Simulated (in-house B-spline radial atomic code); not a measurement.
Whole-atom quantities along the 33-electron series, configuration [Ar] 3d10 4s2 4p3. Computed with a radial B-spline atomic code at the basis-set limit: non-relativistic Hartree-Fock, average of the configuration, point nuclei.

This level leaves out relativity, spin-orbit splitting included, which matters for heavy ions.

```json
{"ion": "As", "Z": "33", "E/Z² (Eh)": "-2.0516", "Σ<r²> (bohr²)": "42.054", "n(0)/Z³ (bohr⁻³)": "0.68735", "Lamb diamagnetic shielding (ppm)": "2876.93", "repulsion over attraction": "0.16457"}
{"ion": "Se+", "Z": "34", "E/Z² (Eh)": "-2.0757", "Σ<r²> (bohr²)": "31.633", "n(0)/Z³ (bohr⁻³)": "0.68866", "Lamb diamagnetic shielding (ppm)": "2991.44", "repulsion over attraction": "0.16248"}
{"ion": "Br2+", "Z": "35", "E/Z² (Eh)": "-2.099", "Σ<r²> (bohr²)": "25.57", "n(0)/Z³ (bohr⁻³)": "0.68994", "Lamb diamagnetic shielding (ppm)": "3105.32", "repulsion over attraction": "0.16015"}
{"ion": "Kr3+", "Z": "36", "E/Z² (Eh)": "-2.1214", "Σ<r²> (bohr²)": "21.464", "n(0)/Z³ (bohr⁻³)": "0.69117", "Lamb diamagnetic shielding (ppm)": "3218.82", "repulsion over attraction": "0.15769"}
{"ion": "Rb4+", "Z": "37", "E/Z² (Eh)": "-2.1431", "Σ<r²> (bohr²)": "18.455", "n(0)/Z³ (bohr⁻³)": "0.69235", "Lamb diamagnetic shielding (ppm)": "3332.05", "repulsion over attraction": "0.15517"}
{"ion": "Sr5+", "Z": "38", "E/Z² (Eh)": "-2.164", "Σ<r²> (bohr²)": "16.137", "n(0)/Z³ (bohr⁻³)": "0.6935", "Lamb diamagnetic shielding (ppm)": "3445.08", "repulsion over attraction": "0.15262"}
{"ion": "Zr7+", "Z": "40", "E/Z² (Eh)": "-2.2035", "Σ<r²> (bohr²)": "12.781", "n(0)/Z³ (bohr⁻³)": "0.69567", "Lamb diamagnetic shielding (ppm)": "3670.74", "repulsion over attraction": "0.14755"}
{"ion": "Nb8+", "Z": "41", "E/Z² (Eh)": "-2.2223", "Σ<r²> (bohr²)": "11.524", "n(0)/Z³ (bohr⁻³)": "0.6967", "Lamb diamagnetic shielding (ppm)": "3783.41", "repulsion over attraction": "0.14506"}
{"ion": "Mo9+", "Z": "42", "E/Z² (Eh)": "-2.2403", "Σ<r²> (bohr²)": "10.461", "n(0)/Z³ (bohr⁻³)": "0.6977", "Lamb diamagnetic shielding (ppm)": "3896.01", "repulsion over attraction": "0.1426"}
{"ion": "Tc10+", "Z": "43", "E/Z² (Eh)": "-2.2578", "Σ<r²> (bohr²)": "9.551", "n(0)/Z³ (bohr⁻³)": "0.69866", "Lamb diamagnetic shielding (ppm)": "4008.55", "repulsion over attraction": "0.14019"}
{"ion": "Ru11+", "Z": "44", "E/Z² (Eh)": "-2.2746", "Σ<r²> (bohr²)": "8.7638", "n(0)/Z³ (bohr⁻³)": "0.69958", "Lamb diamagnetic shielding (ppm)": "4121.03", "repulsion over attraction": "0.13784"}
{"ion": "Rh12+", "Z": "45", "E/Z² (Eh)": "-2.2908", "Σ<r²> (bohr²)": "8.0766", "n(0)/Z³ (bohr⁻³)": "0.70048", "Lamb diamagnetic shielding (ppm)": "4233.47", "repulsion over attraction": "0.13553"}
{"ion": "Pd13+", "Z": "46", "E/Z² (Eh)": "-2.3065", "Σ<r²> (bohr²)": "7.4722", "n(0)/Z³ (bohr⁻³)": "0.70135", "Lamb diamagnetic shielding (ppm)": "4345.86", "repulsion over attraction": "0.13328"}
{"ion": "Ag14+", "Z": "47", "E/Z² (Eh)": "-2.3217", "Σ<r²> (bohr²)": "6.937", "n(0)/Z³ (bohr⁻³)": "0.70218", "Lamb diamagnetic shielding (ppm)": "4458.23", "repulsion over attraction": "0.13108"}
{"ion": "Cd15+", "Z": "48", "E/Z² (Eh)": "-2.3363", "Σ<r²> (bohr²)": "6.4603", "n(0)/Z³ (bohr⁻³)": "0.70299", "Lamb diamagnetic shielding (ppm)": "4570.56", "repulsion over attraction": "0.12894"}
```

Problem. With what power of Z does the column «Σ<r²> (bohr²)» change over this range?

Solution. A fit of the logarithm of its size against log Z from Z = 33 to 48 has slope -4.72. Unscreened non-relativistic hydrogenic orbitals would give -2.
